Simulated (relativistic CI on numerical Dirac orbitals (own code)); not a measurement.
## Ta⁴⁺ (5d) in a crystal field

Calculated by Dirac-Coulomb-Breit CI, KLI orbitals optimised for each configuration, model QED (radiative potential, 1s self-energy scaled to tabulated hydrogen-like ionisation energies), one configuration in a parametric crystal field, unscaled Slater integrals (own radial code).

Field parameters in Wybourne normalisation: Td as Oh with Dq negative (B⁴₀ = 21Dq, B⁴₄ = √(5/14) B⁴₀). The field is a parameter set, without covalency.

S is read from ⟨S²⟩ = S(S + 1).

Site symmetry Td; labels are those of the double group. Computed levels in cm⁻¹ above the lowest, in rising order:

```
Δ (size of 10Dq)  Lowest     No. 2     No. 3
            3800      Γ8   6349 Γ8   8025 Γ7
            6800      Γ8   8064 Γ8  10383 Γ7
            9800      Γ8  10380 Γ8  13041 Γ7
           12850      Γ8  13024 Γ8  15888 Γ7
           15850      Γ8  15768 Γ8  18760 Γ7
           18900      Γ8  18639 Γ8  21721 Γ7
```

Ground-state S against |10Dq| in cm⁻¹: 3800: 0.50, 6800: 0.50, 9800: 0.50, 12850: 0.50, 15850: 0.50, 18900: 0.50.

No abrupt spin change occurs in this range.
